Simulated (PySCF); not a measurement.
# 19F chemical shifts

Equivalent nuclei averaged, gas phase, one computed conformer, no relativistic terms. Geometry: GFN2-xTB; shielding tensors at PBE0/pcSseg-1 (GIAO); PySCF 2.14.

Shieldings were converted by a linear fit to measured shifts: 19F (scatter 6.0 ppm rms, 7.0 ppm with the 5 outliers that the fit left out vs CFCl3, solution or neat liquid, with a term for F on sp3 carbon). Occasional misses reach two or three times the rms, and more in compound classes unlike the fitted ones.

**Question.** Give the 19F shifts of `COc1cccc(F)c1`, `C=C(C)c1ccc(F)o1`, `C=C(C)c1ccc(F)o1`, `C[C@@]12C=C[C@@H](O1)C(F)=C2`, `OCc1ccccc1F`.

**Answer.** 
```
                    compound       environment  δ (ppm)
               COc1cccc(F)c1     aryl fluorine   -111.3
            C=C(C)c1ccc(F)o1     aryl fluorine   -114.0
            C=C(C)c1ccc(F)o1     aryl fluorine   -114.0
C[C@@]12C=C[C@@H](O1)C(F)=C2  vinylic fluorine   -116.5
                 OCc1ccccc1F     aryl fluorine   -121.8
```

**Question.** Match the shifts -111.3, -120.5, -233.4 ppm to `COc1cccc(F)c1`, `Oc1ccc(CF)cc1`, `F/C=C/C=C=S`.

**Answer.** -111.3: COc1cccc(F)c1 (aryl fluorine); -120.5: F/C=C/C=C=S (vinylic fluorine); -233.4: Oc1ccc(CF)cc1 (fluorine on an sp3 carbon).
